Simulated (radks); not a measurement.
Values are calculated unless marked as measured or tabulated.
Isoelectronic series with 6 electrons, each ion in its NIST ground configuration. Level of theory: scalar-relativistic Kohn-Sham, LDA (Slater exchange, Perdew-Wang correlation), spin-polarised, spherical densities, point nucleus; open shells are filled with parallel spins first (a radial shooting solver on a logarithmic mesh with Libxc functionals). Total energies (hartree) and mean radii <r> (bohr) (* marks an orbital that is empty in some or all of the ions):

ion    configuration  E (hartree)  2p down*   2p up  2s down
C       [He] 2s2 2p2    -37.48447     1.960   1.735    1.629
F3+     [He] 2s2 2p2    -94.92815    0.8450  0.8176   0.8918
Mg6+    [He] 2s2 2p2   -179.54403    0.5549  0.5441   0.6144
P9+     [He] 2s2 2p2   -291.43362    0.4144  0.4087   0.4686
Ar12+   [He] 2s2 2p2   -430.75688    0.3309  0.3274   0.3786
Sc15+   [He] 2s2 2p2   -597.71755    0.2754  0.2730   0.3173
Cr18+   [He] 2s2 2p2   -792.56229    0.2358  0.2340   0.2729
Co21+   [He] 2s2 2p2  -1015.58199    0.2061  0.2047   0.2392
Zn24+   [He] 2s2 2p2  -1267.11376    0.1829  0.1819   0.2127
As27+   [He] 2s2 2p2  -1547.54346    0.1644  0.1635   0.1913
Kr30+   [He] 2s2 2p2  -1857.30872    0.1491  0.1485   0.1736
